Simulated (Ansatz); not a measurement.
Mulliken charges of `[F][SnH]([Cl])[Cl]` from B3LYP/def2-TZVPP in Ansatz (PBE0-D4/def2-TZVP geometry).

| atom | x (Å) | y (Å) | z (Å) | charge (e) |
| --- | --- | --- | --- | --- |
| F1 | 0.183 | -0.375 | 1.832 | -0.457 |
| Sn2 | 0.124 | 0.094 | -0.009 | 1.180 |
| Cl3 | 0.496 | -1.858 | -1.151 | -0.324 |
| Cl4 | -2.030 | 0.776 | -0.398 | -0.324 |
| H5 | 1.278 | 1.289 | -0.315 | -0.074 |

By hand: the dipole of these point charges (1 e Å = 4.8032 D).

Σ q r = (0.465, 0.537, -0.323) e Å, of length 0.780 e Å = 3.75 D.

How does the dipole of the full density compare? (Estimate.)

Ansatz gave: (0.277, 0.344, -0.271) e Å, 2.49 D; the point charges give 1.51 times that, at 7° from its direction.

Point charges leave out the atoms' own dipoles, such as those of lone pairs, and Mulliken's split depends on the basis, so the two needn't agree.

B3LYP here is the variant with VWN-RPA as its local correlation; programs differ in this.
